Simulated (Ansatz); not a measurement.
One change: `C[O][SnH2][SH]` becomes `C[O][SnH2][F]`.

Ansatz, PBE0-D4/def2-TZVP geometries, multiplicity 1. Each molecule was computed in one conformer, which needn't be the lowest.

Elements past krypton have def2 core potentials.

| property | `C[O][SnH2][SH]` |
| --- | --- |
| size of the dipole moment (ωB97M-V/def2-TZVPP) / D | 2.06 |
| HOMO energy (ωB97M-V/def2-TZVPP) / eV | -9.75 |
| HOMO energy (B3LYP/def2-TZVPP) / eV | -7.27 |
| size of the dipole moment (B3LYP/def2-TZVPP) / D | 2.01 |
| size of the dipole moment (PBE/def2-TZVPP) / D | 1.88 |
| HOMO energy (PBE0/def2-TZVPP) / eV | -7.53 |

Give the same properties after the change, and the shifts. (Best estimate.)

The calculation gave: 
```
                                          property  `C[O][SnH2][F]`  shift
size of the dipole moment (ωB97M-V/def2-TZVPP) / D             2.39   0.33
             HOMO energy (ωB97M-V/def2-TZVPP) / eV           -10.45  -0.70
               HOMO energy (B3LYP/def2-TZVPP) / eV            -7.80  -0.53
  size of the dipole moment (B3LYP/def2-TZVPP) / D             2.36   0.35
    size of the dipole moment (PBE/def2-TZVPP) / D             2.21   0.33
                HOMO energy (PBE0/def2-TZVPP) / eV            -8.04  -0.51
```

With PBE0 the HOMO falls by 0.51 eV and the LUMO rises by 0.05 eV, so the gap widens by about 0.56 eV. PBE moves the HOMO by -0.37 eV and ωB97M-V by -0.70 eV. Dipoles are sizes alone; their direction can turn.

B3LYP here is the variant with VWN-RPA as its local correlation; programs differ in this.
